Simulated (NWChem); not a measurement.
# GeH₃OCl; SMILES [OH][GeH2][Cl]

```xyz
6

Ge    -0.3446    -0.4430    -0.0189
O      1.1400    -1.3960    -0.1097
Cl     0.1562     1.6631    -0.0383
H     -1.1176    -0.7799    -1.2931
H     -1.0957    -0.6915     1.2984
H      1.7478    -1.2306     0.6196
```
Atoms are numbered in this order, from 1.

Level: PBE0/def2-SVP (NWChem), optimised geometry, unscaled harmonic frequencies. 

```tsv
frequency (cm⁻¹)	IR intensity (km/mol)
176	21.3
260	120.6
426	62.8
539	38.5
667	8.5
732	120.3
813	86.4
859	68.0
917	118.7
2173	98.3
2222	81.3
3904	95.4
```

```
Quantity                                                                            Value
-----------------------------------------------------------------------  ----------------
zero-point energy                                                           19.6 kcal/mol
thermal correction to the enthalpy at 298.15 K (with zero-point energy)     23.2 kcal/mol
heat capacity Cv                                                         15.5 cal/(mol K)
entropy at 298.15 K and 1 atm (symmetry number 1)                        72.4 cal/(mol K)
dipole moment                                                                      1.65 D
```

Rigid rotor and harmonic oscillator.
